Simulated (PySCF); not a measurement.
C₂H₈AlOSb.
Atom-mapped SMILES: `[CH3:1][CH2:2][O:3][AlH:4][SbH2:5]` (hydrogens: H6, H7, H8 on C1; H9, H10 on C2; H11 on Al4; H12, H13 on Sb5)

Method: PBE0-D3(BJ)/def2-SVP geometry optimisation, gas phase, def2 core potentials past Kr (PySCF); density fitting, grid level 1; the optimiser is geomeTRIC in internal coordinates, started from a GFN2-xTB structure with every atom displaced at random (about 0.01 Å).

Step 10: E = -17374.2403 eV
```
atom  x, y, z in Å  |  force x, y, z in eV/Å
C1      1.8006    1.1971    0.4103   -0.011  -0.010   0.010
C2      1.2090    0.5016   -0.7998   -0.014   0.031  -0.003
O3      0.2703   -0.4455   -0.4371    0.011  -0.079   0.020
Al4    -0.9140   -1.5541   -0.0095    0.011   0.055  -0.005
Sb5    -3.4453   -0.9301   -0.4569    0.008   0.000  -0.009
H6      1.0095    1.6876    0.9986    0.005   0.008  -0.009
H7      2.5290    1.9637    0.1043    0.001  -0.002  -0.004
H8      2.3136    0.4735    1.0625   -0.006   0.001   0.000
H9      2.0185    0.0188   -1.3798   -0.006  -0.002  -0.003
H10     0.7490    1.2528   -1.4709   -0.007  -0.001   0.006
H11    -0.4502   -2.9537    0.5815    0.010  -0.005  -0.004
H12    -3.1976    0.5312    0.4096   -0.005   0.008  -0.001
H13    -3.8859   -1.7608    0.9799    0.003  -0.003   0.002
```

Step 11: E = -17374.2413 eV
```
atom  x, y, z in Å  |  force x, y, z in eV/Å
C1      1.8025    1.2000    0.4078   -0.018  -0.007   0.002
C2      1.2039    0.5002   -0.7962   -0.015   0.038  -0.009
O3      0.2849   -0.4618   -0.4236    0.036  -0.068   0.027
Al4    -0.9063   -1.5602    0.0074   -0.011   0.043  -0.027
Sb5    -3.4269   -0.9194   -0.4602   -0.022   0.001  -0.024
H6      1.0152    1.6905    1.0013    0.006   0.011  -0.009
H7      2.5285    1.9658    0.0944   -0.002   0.006  -0.001
H8      2.3202    0.4783    1.0575    0.007  -0.011   0.007
H9      2.0114    0.0303   -1.3890    0.003  -0.006  -0.003
H10     0.7243    1.2463   -1.4590   -0.006   0.004   0.006
H11    -0.4527   -2.9686    0.5817    0.016  -0.012   0.012
H12    -3.1968    0.5417    0.4116    0.000  -0.008   0.008
H13    -3.9017   -1.7609    0.9589    0.007   0.010   0.010
```

Step 12: E = -17374.2425 eV
```
atom  x, y, z in Å  |  force x, y, z in eV/Å
C1      1.8019    1.2023    0.4064   -0.014  -0.002  -0.004
C2      1.1977    0.4977   -0.7918   -0.021   0.038  -0.013
O3      0.3057   -0.4858   -0.4099    0.076  -0.042   0.026
Al4    -0.8968   -1.5699    0.0207   -0.047   0.013  -0.033
Sb5    -3.4084   -0.9090   -0.4645   -0.041  -0.003  -0.034
H6      1.0179    1.6905    1.0058    0.003   0.008  -0.004
H7      2.5222    1.9704    0.0857   -0.005   0.009   0.002
H8      2.3279    0.4834    1.0521    0.014  -0.013   0.008
H9      2.0043    0.0467   -1.4001    0.005  -0.006  -0.003
H10     0.6926    1.2377   -1.4425   -0.002   0.005   0.004
H11    -0.4543   -2.9873    0.5805    0.013  -0.008   0.021
H12    -3.1911    0.5544    0.4056    0.009  -0.012   0.015
H13    -3.9130   -1.7489    0.9447    0.011   0.012   0.015
```

Step 13: E = -17374.2471 eV
```
atom  x, y, z in Å  |  force x, y, z in eV/Å
C1      1.7915    1.2078    0.4031    0.001   0.022  -0.020
C2      1.1754    0.4854   -0.7777   -0.030   0.045  -0.009
O3      0.3798   -0.5689   -0.3710    0.200   0.009   0.012
Al4    -0.8655   -1.6026    0.0513   -0.165  -0.081  -0.029
Sb5    -3.3479   -0.8709   -0.4806   -0.082  -0.001  -0.051
H6      1.0145    1.6802    1.0235   -0.006  -0.005   0.012
H7      2.4848    1.9916    0.0611   -0.011   0.017   0.010
H8      2.3517    0.5015    1.0333    0.026  -0.011   0.007
H9      1.9785    0.1010   -1.4339    0.003  -0.004  -0.007
H10     0.5869    1.1998   -1.3859    0.009   0.008  -0.010
H11    -0.4635   -3.0436    0.5800    0.003   0.008   0.037
H12    -3.1478    0.5974    0.3846    0.030  -0.023   0.025
H13    -3.9319   -1.6965    0.9050    0.022   0.016   0.023
```

**Question.** Estimate the geometry and energy of step 14. (The exact step hangs on the optimiser's Hessian estimate; all steps are aligned on step 13, rigid shifts and turns removed.)

**Answer.** E = -17374.2249 eV, largest force 1.123 eV/Å
```
atom  x, y, z in Å  |  force x, y, z in eV/Å
C1      1.6900    1.2037    0.3950    0.034   0.206  -0.044
C2      1.0454    0.3984   -0.7136    0.351   0.205   0.056
O3      0.6845   -0.8605   -0.2637    0.589   0.297  -0.147
Al4    -0.6994   -1.6971    0.1316   -0.851  -0.716   0.156
Sb5    -3.0480   -0.6871   -0.5432   -0.157   0.053  -0.145
H6      0.9443    1.5948    1.1027   -0.022  -0.048   0.081
H7      2.2425    2.0591   -0.0242   -0.024   0.041   0.062
H8      2.3984    0.5702    0.9472    0.054   0.001  -0.005
H9      1.7816    0.2809   -1.5290   -0.100  -0.003  -0.106
H10     0.1757    0.9536   -1.1176    0.022  -0.014  -0.116
H11    -0.4520   -3.2035    0.5628   -0.060   0.034   0.091
H12    -2.8653    0.7973    0.2944    0.087  -0.059   0.059
H13    -3.8912   -1.4277    0.7501    0.078   0.003   0.058
```

The energy changes by +0.0223 eV. The first-order estimate −F·Δx gives -0.0121 eV and the mean of the old and new forces, exact on a quadratic surface, +0.0296 eV. The step makes an angle of 88° with the force vector and moves no atom by more than 0.549 Å. The energy falls at the start of this step and ends higher, so the step passed the lowest point of its straight line.

What follows is the cost of the whole optimisation. On Arm Neoverse V2, one thread (shared host), this took 2.7 min of wall time and 0.54 GiB of memory at its peak.
